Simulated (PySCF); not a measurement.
Compound: C6H11N.
Numbering: `[H]/[N:7]=[C:6]1\[C@H:2]([CH3:1])[CH2:3][CH2:4][CH2:5]1` (hydrogens: H8, H9, H10 on C1; H11 on C2; H12, H13 on C3; H14, H15 on C4; H16, H17 on C5; H18 on N7)

Computed geometry: GFN2-xTB, gas phase.

Task: What internal coordinates does the optimisation give?

Result: 
| bond | length (Å) | order |
| --- | --- | --- |
| C1–C2 | 1.525 | single |
| C2–C3 | 1.532 | single |
| C3–C4 | 1.528 | single |
| C4–C5 | 1.527 | single |
| C5–C6 | 1.503 | single |
| C6=N7 | 1.255 | double |
| C2–C6 | 1.521 | single |
| C1–H8, C1–H9, C1–H10 | 1.088 | single |
| C2–H11 | 1.098 | single |
| C3–H12 | 1.092 | single |
| C3–H13 | 1.090 | single |
| C4–H14 | 1.089 | single |
| C4–H15 | 1.092 | single |
| C5–H16 | 1.088 | single |
| C5–H17 | 1.092 | single |
| N7–H18 | 1.018 | single |

Bonds in one row agree within 0.01 Å and their mean is given. Orders are formal, as drawn. A selection of angles:
| angle | degrees |
| --- | --- |
| C2–C1–H8 | 110.4 |
| C2–C1–H9 | 110.9 |
| H8–C1–H9 | 108.4 |
| H8–C1–H10 | 108.6 |
| C1–C2–C3 | 113.9 |
| C1–C2–C6 | 113.2 |
| C1–C2–H11 | 108.9 |
| C3–C2–C6 | 104.0 |
| C3–C2–H11 | 109.4 |
| C6–C2–H11 | 107.1 |
| C2–C3–C4 | 104.0 |
| C2–C3–H12 | 109.4 |
| C2–C3–H13 | 112.6 |
| C4–C3–H12 | 109.8 |
| C4–C3–H13 | 112.6 |
| H12–C3–H13 | 108.3 |
| C3–C4–C5 | 103.4 |
| C3–C4–H14 | 112.6 |
| C3–C4–H15 | 109.8 |
| C5–C4–H14 | 112.6 |
| C5–C4–H15 | 110.0 |
| H14–C4–H15 | 108.3 |
| C4–C5–C6 | 104.7 |
| C4–C5–H16 | 114.1 |
| C4–C5–H17 | 110.7 |
| C6–C5–H16 | 111.4 |
| C6–C5–H17 | 108.1 |
| H16–C5–H17 | 107.7 |
| C5–C6–N7 | 121.8 |
| C2–C6–C5 | 109.0 |
| C2–C6–N7 | 129.2 |
| C6–N7–H18 | 115.3 |

Torsions: C1–C2–C3–C4 -154° (antiperiplanar); C2–C3–C4–C5 39° (synclinal); C3–C4–C5–C6 -32° (synclinal); C4–C5–C6–N7 -166° (antiperiplanar); C1–C2–C6–C5 135° (anticlinal); H18–N7–C6–C5 -179° (antiperiplanar).

The 5-membered ring C2–C3–C4–C5–C6 has internal angles of 103.4° to 109.0°; it is puckered, 0.17 Å rms from its mean plane, widest ring torsion 39°. Of the pairs four or more bonds apart, H9···H18 is among the closest relative to their van der Waals radii: 2.31 Å, 96 % of the sum of Bondi's values. The C–C distances run from 1.503 Å (C5–C6, drawn single) to 1.532 Å (C2–C3, drawn single), a spread of 0.029 Å.

Point group: C1 (no symmetry element, even within 0.4 Å). No GFN2-xTB frequencies stand behind this structure, so it isn't proved a minimum. One conformer, not necessarily the lowest.
